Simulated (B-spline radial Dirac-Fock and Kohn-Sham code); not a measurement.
**Run log: Lu³⁺**

ΔSCF core binding energies without Breit or QED terms, calculated with a B-spline atomic structure program. Keys: rel is the Hamiltonian (dirac, or spin-free x2c and nr, where L3 and M5 stand for the whole 2p and 3d shells), method is hf or an exchange,correlation pair (spin-unpolarised, also for the hole states), nuc the nuclear model, radius_factor scales its radius, rmax is the box in bohr, h the logarithmic mesh step, order the B-spline order, points the quadrature points per cell, c_factor scales the speed of light, and damp, ndamp, maxit and tol steer the iteration. The run stops when the commutator error falls below 10·tol·max(1, Z/10), or the numerical noise floor, and the energy has settled to about 1e-8 Ha; the virial ratio is −V/T.

Input (task.json):

```json
{"items": [{"Z": 71, "q": 3, "cfg": [[1, 0, 2], [2, 0, 2], [2, 1, 6], [3, 0, 2], [3, 1, 6], [3, 2, 10], [4, 0, 2], [4, 1, 6], [4, 2, 10], [4, 3, 14], [5, 0, 2], [5, 1, 6]], "A": 175, "rrms": 5.37, "do": "settings", "holes": ["K", "L3", "M5"],
  "settings": [{"rel": "dirac", "method": "hf", "nuc": "gauss", "radius_factor": 1.0, "rmax": 45.0, "h": 0.3, "order": 8, "points": 10, "c_factor": 1.0, "maxit": 60, "damp": 0.5, "ndamp": 3, "tol": 1e-08}]}]}
```

Command: `python xray2_run.py task.json out`

Ground-state iterations:

```
iter   energy (Ha)        error
   1   -14570.54096823  2.18e+00
   2   -14571.07985801  4.58e-02
   3   -14571.10161294  1.57e-02
   4   -14571.10326738  6.75e-03
   5   -14571.10363499  2.66e-03
   6   -14571.10366315  1.87e-03
   7   -14571.10371149  4.02e-04
   8   -14571.10371351  4.30e-05
   9   -14571.10371354  6.05e-06
  10   -14571.10371354  3.28e-07
```

The ground state converged in 10 iterations, with total energy -14571.10371 Ha, virial ratio 1.89757 and highest orbital energy -47.93 eV. ΔSCF binding energies: K (1s) 63650.5 eV, L3 (2p3/2) 9304.9 eV, M5 (3d5/2) 1627.5 eV.
